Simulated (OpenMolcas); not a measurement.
An OpenMolcas run meant for P⁴⁺ (ANO-RCC-VQZP, DKH2; inactive shells 1s 2s 2p; intended active space 1 electron in 4 orbitals (3s 3p)). One step of its input:

```
&RASSCF
FileOrb=start.orb
Symmetry=1
Spin=2
nActEl=1 0 0
Inactive=2 3
Ras2=1 3
CIRoot=5 5 1
SDav=1
CIMx=300
Iter=88 100
PrWF=0.3
OrbListing=Nothing
MaxOrb=0
Atom
CIOnly
>>> COPY $Project.JobIph JOB001
```

Lines from the output:

```
...
      Number of secondary orbitals              50
      Spin quantum number                      0.5
      State symmetry                             1
Orbital specifications:
      -----------------------

      Symmetry species                           1   2
                                                ag  au
      Frozen orbitals                            0   0
      Inactive orbitals                          2   3
      Active orbitals                            1   3
      RAS1 orbitals                              0   0
      RAS2 orbitals                              1   3
      RAS3 orbitals                              0   0
      Secondary orbitals                        27  23
      Deleted orbitals                           0   0
      Number of basis functions                 30  29
      Number of CSFs                             1
      Number of root(s) required                 5
 ************ ERROR ***********
  You can't ask for more roots
  than there are configurations
 ******************************
--- Stop Module: rasscf at  /rc=_RC_INPUT_ERROR_ ---
.####################.
.# User input error #.
.####################.
```

**Question.** What is wrong with the input?

**Answer.** CIRoot asks for more roots than the active space has configuration state functions.
